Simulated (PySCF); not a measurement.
**Dipole response of Cr²⁺ (chromium, charge +2)**

[Ar] 3d4, high-spin 5D determinant. Calculation: PySCF 2.14, in dyall-av2z (16s12p7d2f, 101 functions); no relativity, point nucleus. Coupled (time-dependent) response in atomic units; α is the mean over directions. A double-zeta set is small for polarisabilities.

```
method  mean α (bohr³)         α xx, yy, zz  C₆ (like pair)  S(−4)
   UHF           3.496  3.289, 3.289, 3.911           10.24  6.193
   PBE           4.453  4.159, 4.159, 5.041           13.16  13.87
  PBE0           4.096  3.835, 3.835, 4.620           12.07  10.54
```

S(−4) is the Cauchy moment in α(ω) = α(0) + S(−4) ω² + …

α(iu) at PBE:

```
u (hartree)  α(iu) (bohr³)
          0          4.453
     0.0500          4.418
      0.100          4.322
      0.200          4.004
      0.300          3.630
      0.500          2.975
      0.750          2.390
       1.00          1.969
       1.50          1.403
       2.00          1.049
       3.00         0.6510
       5.00         0.3232
```

A single London oscillator, α(iu) = α/(1 + u²/ω²), gives C₆ = (3/4) ω α². Matching the computed C₆ needs ω = 4 × 13.16 / (3 × 4.453²) = 0.885 hartree.

For an ion, C₆ is the dispersion term alone; charge-induced terms of lower order in 1/R come first.

The components differ because the open shell of this determinant is not spherical; for a pure term their mean is the scalar polarisability.
